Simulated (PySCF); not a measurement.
Job file and geometry (Å, from GFN2-xTB) of an NMR shielding run on `C1CCCCP(C=C)C1`, C8H15P, GIAO PBE0/pcSseg-1 NMR shielding, non-relativistic, gas phase in PySCF 2.14.0, density-fitted response routines; density fitting, a coarse starting grid and PySCF grid level 2 are the driver's defaults:

```
$ OMP_NUM_THREADS=1 python probes_run.py task.json out

{"job": {"kind": "nmr", "xc": "PBE0", "basis": "pcSseg-1"}, "charge": 0, "multiplicity": 1}
C      3.686988     0.383079     0.151166
C      2.616533    -0.303415    -0.214200
P      1.026413    -0.182386     0.679649
C      0.128366    -1.489905    -0.299671
C     -1.274191    -1.776517     0.233763
C     -1.985078    -0.537671     0.776541
C     -2.064822     0.637051    -0.205765
C     -1.018977     1.718862     0.067550
C      0.409478     1.307974    -0.266189
H      3.666396     1.047377     1.000305
H      4.624001     0.318193    -0.379882
H      2.658685    -0.985074    -1.056739
H      0.087546    -1.164635    -1.343967
H      0.727557    -2.404012    -0.257723
H     -1.209639    -2.504996     1.045234
H     -1.875938    -2.225585    -0.561763
H     -2.993749    -0.833393     1.075377
H     -1.462043    -0.209254     1.679545
H     -3.049994     1.102423    -0.124716
H     -1.963233     0.276507    -1.231024
H     -1.076009     2.004501     1.120700
H     -1.265296     2.604249    -0.526887
H      1.087251     2.129764    -0.015756
H      0.508019     1.106626    -1.337994
```

**Question.** What does the program print?

**Answer.** 
```
coarse grid: 19616 points
cycle   1  E = -654.5183956689  dE =  9.541e-01  |g| = 4.753e-01  |ddm| = 4.416e+00
cycle   2  E = -654.5046963610  dE =  1.370e-02  |g| = 5.400e-01  |ddm| = 9.501e-01
cycle   3  E = -654.5800576609  dE = -7.536e-02  |g| = 6.080e-02  |ddm| = 5.382e-01
cycle   4  E = -654.5807984148  dE = -7.408e-04  |g| = 2.690e-02  |ddm| = 1.044e-01
cycle   5  E = -654.5809848305  dE = -1.864e-04  |g| = 7.066e-03  |ddm| = 3.539e-02
cycle   6  E = -654.5809971861  dE = -1.236e-05  |g| = 2.380e-03  |ddm| = 8.902e-03
cycle   7  E = -654.5809985156  dE = -1.330e-06  |g| = 7.306e-04  |ddm| = 2.592e-03
final grid: 182176 points
cycle   8  E = -654.6393555328  dE = -8.034e-05  |g| = 1.087e-02  |ddm| = 5.057e-02
cycle   9  E = -654.6393424068  dE =  1.313e-05  |g| = 1.311e-02  |ddm| = 2.185e-02
cycle  10  E = -654.6393862296  dE = -4.382e-05  |g| = 1.316e-03  |ddm| = 1.262e-02
cycle  11  E = -654.6393866485  dE = -4.189e-07  |g| = 3.957e-04  |ddm| = 1.861e-03
cycle  12  E = -654.6393866855  dE = -3.702e-08  |g| = 1.395e-04  |ddm| = 4.374e-04
cycle  13  E = -654.6393866899  dE = -4.388e-09  |g| = 5.124e-05  |ddm| = 1.796e-04
cycle  14  E = -654.6393866906  dE = -6.830e-10  |g| = 6.486e-06  |ddm| = 5.485e-05
converged SCF energy = -654.6393866906

GIAO shielding tensors (ppm)
atom      isotropic    diamagn.    paramagn.     s11        s22        s33       span
  0 C       52.035     252.529    -200.494    -68.132     61.603    162.635    230.768
  1 C       33.398     262.929    -229.531    -89.724     39.639    150.278    240.002
  2 P      377.784     967.616    -589.832    327.037    366.560    439.755    112.717
  3 C      151.447     253.925    -102.477    127.263    153.915    173.164     45.902
  4 C      158.180     244.064     -85.884    151.525    158.421    164.593     13.067
  5 C      155.003     249.068     -94.065    146.052    152.233    166.724     20.673
  6 C      157.454     247.274     -89.820    147.606    158.785    165.973     18.367
  7 C      152.986     246.027     -93.041    145.457    153.015    160.485     15.028
  8 C      140.595     252.428    -111.833    124.765    140.411    156.610     31.845
  9 H       25.905      31.528      -5.624     21.495     24.592     31.627     10.132
 10 H       25.639      27.614      -1.975     22.179     24.726     30.012      7.833
 11 H       25.022      32.533      -7.511     20.842     23.919     30.305      9.463
 12 H       29.883      33.693      -3.810     26.752     29.064     33.834      7.083
 13 H       29.765      32.102      -2.337     24.317     29.149     35.828     11.511
 14 H       29.836      29.565       0.271     24.582     28.170     36.757     12.174
 15 H       30.002      29.446       0.556     24.930     28.017     37.060     12.130
 16 H       29.835      29.555       0.281     23.908     28.525     37.073     13.165
 17 H       30.074      31.162      -1.088     27.669     29.464     33.090      5.421
 18 H       29.841      29.666       0.175     23.681     28.528     37.312     13.630
 19 H       30.713      31.461      -0.748     27.975     29.159     35.007      7.032
 20 H       30.237      30.650      -0.413     26.174     28.585     35.951      9.777
 21 H       29.635      29.699      -0.064     23.902     28.056     36.947     13.045
 22 H       29.918      32.985      -3.067     24.886     29.391     35.477     10.591
 23 H       30.264      33.262      -2.997     26.308     30.091     34.393      8.085
```

**Question.** Turn these shieldings into chemical shifts. Shifts are taken against calculated references (same method and geometry level): ¹³C (186.93 ppm), ¹H (31.72 ppm) against TMS; H3PO4 for ³¹P (318.38 ppm).

**Answer.** Averaging equivalent atoms: C 1: 153.5; C 0: 134.9; C 3/8: 40.9; C 4/7: 31.3; C 5/6: 30.7; P 2: -59.4; H 11: 6.70; H 10: 6.08; H 9: 5.81; H 14/15/20/21: 1.79; H 12/13/22/23: 1.76; H 16/17/18/19: 1.60 ppm. Experimental scales use liquid or dissolved standards, which lie at an offset from isolated H3PO4.

Size and cost of the density-fitted run: 235 basis functions, 45 s wall time on 1 thread of an x86-64 server CPU, shared host.
